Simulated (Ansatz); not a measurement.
Basis-set series for `O[Si](O)(F)[SiH2]Cl`. Total charge 0; spin multiplicity 1. The geometry is a stationary point of PBE0-D4/def2-TZVP. It is one conformer, not always the lowest.

```
functional       basis  functions  energy (Eh)  HOMO (eV)  LUMO (eV)
   PBE0-D4    def2-SVP        116  -1290.91963      -8.15      -0.34
   PBE0-D4  def2-TZVPP        275  -1291.62002      -8.31      -0.66
   ωB97M-V    def2-SVP        116  -1291.42923     -10.20       1.62
   ωB97M-V  def2-TZVPP        275  -1292.13427     -10.40       1.15
```

Q: Give the rows for def2-QZVPP. (Best estimate.)

A: The calculation gave: 
```
functional       basis  functions  energy (Eh)  HOMO (eV)  LUMO (eV)
   PBE0-D4  def2-QZVPP        501  -1291.66842      -8.35      -0.78
   ωB97M-V  def2-QZVPP        501  -1292.17993     -10.45       0.90
```

Positive LUMOs are unbound and depend on the basis.

Results of the Gaussian-basis code of Ansatz.
